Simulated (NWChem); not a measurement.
System: C3H3F3; SMILES C=CC(F)(F)F

```xyz
9

C     -0.0099    -2.1136     0.0000
C      0.6683    -0.9698     0.0000
C      0.0114     0.3750     0.0000
F     -1.3348     0.2996     0.0000
F      0.3796     1.0939     1.0860
F      0.3796     1.0939    -1.0860
H      0.5027    -3.0706     0.0000
H     -1.0951    -2.1311     0.0000
H      1.7543    -0.9346     0.0000
```
Atoms are numbered in this order, from 1.

The geometry was optimised at B3LYP/6-31G* (spherical d).

Symmetry labels are those of Cs in the frame above (b1 and b2, or b-type labels, depend on it).

Problem. List the 6 lowest vertical singlet excitations from PBE/6-31G* (spherical d), full TDDFT (NWChem).

Solution. 
```tsv
state	energy (eV)	oscillator strength	symmetry	leading excitation (squared amplitude)
S1	7.37	0.003	a"	HOMO−1 → LUMO (0.99)
S2	7.50	0.002	a'	HOMO−2 → LUMO (0.97)
S3	7.71	0.245	a'	HOMO → LUMO (0.69)
S4	7.99	0.000	a"	HOMO−3 → LUMO (1.00)
S5	8.48	0.111	a'	HOMO−4 → LUMO (0.71)
S6	8.73	0.002	a"	HOMO−5 → LUMO (0.96)
```
